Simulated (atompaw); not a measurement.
# LDA (PW92) PAW (atompaw) dataset for iron (Fe), scalar-relativistic all-electron reference.

```json
{"Element": "Fe (Z = 26)", "Generator": "atompaw 4.2.0.5", "Type": "PAW", "Functional": "LDA (PW92)", "Relativity": "scalar-relativistic", "Frozen core": "[Ar]", "Valence charge": "8", "Reference configuration": "3d6 4s2 4p0", "Partial waves": "4s (bound): rc 3.00 bohr; 4s channel at 0.25 Ry: rc 2.70 bohr; 4p (bound, empty): rc 3.00 bohr; 4p channel at 4.55 Ry: rc 3.00 bohr; 3d (bound): rc 0.90 bohr; 3d channel at 2.75 Ry: rc 0.90 bohr", "Local potential": "vpsmatchnc scheme with l = 3 at 0.5 Ry, radius 2.40 bohr", "Core correction": "smooth core density matched at 2.05 bohr", "Augmentation charge": "sinc compensation charge, radius 2.65 bohr; PAW radius 3.00 bohr; waves and projectors: custom polynom2 7 10 vanderbiltortho"}
```

All-electron outer shells of the reference configuration (LDA (PW92), scalar-relativistic, ld1.x):

| shell | level (eV) | outermost node (bohr) | outermost maximum (bohr) |
| --- | --- | --- | --- |
| 3s | -93.51 | 0.33 | 0.70 |
| 3p | -59.93 | 0.30 | 0.72 |
| 3d | -7.75 | – | 0.71 |
| 4s | -5.48 | 1.01 | 2.38 |
| 4p | -1.43 | 1.10 | 3.29 |

Calculated quality:

| Property | Result |
| --- | --- |
| Lowest eigenvalue of the overlap operator | 0.70 (p channel) |
| Overlap eigenvalues printed by atompaw (projector basis) | 0.126, 0.196, 0.923, 84.2, 1.95e+04, 2.7e+06 |
| Share of each valence orbital outside the PAW sphere | 4s 42 %, 4p 73 %, 3d 2 % |

A Bessel basis up to 400 Ry misses an occupied level by 0.63 Ry, so cutoffs and ghosts were not judged.

Generation and tests took about 10 s on one core of a shared server CPU.
